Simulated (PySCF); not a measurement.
**Correlation energy of As⁺ (arsenic, charge +1)**

[Ar] 3d10 4s2 4p2, high-spin 3P determinant. Calculation: PySCF 2.14, in x2c-SVPall (5s4p3d, 32 functions); the spin-free X2C one-electron Hamiltonian (Gaussian nucleus). Frozen: [Ar] 3d10; 4 electrons correlated.

MP2 pair energies summed by pair of shells (mhartree):

```csv
pair,energy,share (%)
4s-4p,-26.14,59.7
4s-4s,-13.25,30.3
4p-4p,-4.41,10.1
```

Total MP2 correlation energy: -43.81 mhartree.

Same-spin part -7.22 and opposite-spin part -36.59 mhartree; SCS-MP2 scales them by 1/3 and 6/5 to -46.31 mhartree.

```
  level  correlation energy (mhartree)
   CCSD                         -60.18
    (T)                          -0.74
CCSD(T)                         -60.92
```

Diagnostics: T1 = 0.0066, D1 = 0.0184, largest double amplitude 0.095.

Cost of the coupled-cluster step: 0.07 s of wall time on 1 thread of Intel(R) Xeon(R) 6975P-C (shared host), for 4 correlated electrons.
